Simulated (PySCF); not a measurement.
Compound: C₄H₈OSi.
Numbering: `[CH3:1][C@@H:2]1[CH:3]=[C:4]1[O:5][SiH3:6]` (hydrogens: H7, H8, H9 on C1; H10 on C2; H11 on C3; H12, H13, H14 on Si6)

Computed with PBE0-D3(BJ)/def2-SVP geometry optimisation, gas phase in PySCF 2.14.0.

(1) What internal coordinates does the optimisation give?

Answers

(1) 
| bond | length (Å) |
| --- | --- |
| C1–C2 | 1.515 |
| C2–C3 | 1.529 |
| C3=C4 | 1.297 |
| C4–O5 | 1.326 |
| O5–Si6 | 1.695 |
| C2–C4 | 1.485 |
| C1–H7, C1–H8, C1–H9 | 1.102 |
| C2–H10 | 1.107 |
| C3–H11 | 1.085 |
| Si6–H12, Si6–H13, Si6–H14 | 1.489 |

Bonds in one row agree within 0.01 Å and their mean is given. A selection of angles:
| angle | degrees |
| --- | --- |
| C2–C1–H7 | 111.1 |
| H7–C1–H8 | 107.9 |
| C1–C2–C3 | 121.9 |
| C1–C2–C4 | 122.5 |
| C1–C2–H10 | 112.7 |
| C3–C2–C4 | 50.9 |
| C3–C2–H10 | 117.6 |
| C4–C2–H10 | 118.1 |
| C2–C3–C4 | 62.8 |
| C2–C3–H11 | 144.2 |
| C4–C3–H11 | 153.0 |
| C3–C4–O5 | 149.2 |
| C2–C4–C3 | 66.3 |
| C2–C4–O5 | 144.5 |
| C4–O5–Si6 | 121.3 |
| O5–Si6–H12 | 110.0 |
| O5–Si6–H13 | 104.9 |
| H12–Si6–H13 | 111.2 |
| H12–Si6–H14 | 109.9 |

Torsions: C1–C2–C3–C4 -108° (anticlinal); C2–C3–C4–O5 180° (antiperiplanar); C3–C4–O5–Si6 -173° (antiperiplanar); C1–C2–C4–C3 107° (anticlinal).

Si6 (oxygen-bound silicon) is distorted tetrahedral (angles from 104.9° to 111.2°). The 3-membered ring C2–C3–C4 has internal angles of 50.9° to 66.3°. The C–C distances run from 1.297 Å (C3=C4, drawn double) to 1.529 Å (C2–C3, drawn single), a spread of 0.232 Å.

Point group: C1 (no symmetry element, even within 0.4 Å). No frequency check. One conformer, not necessarily the lowest.
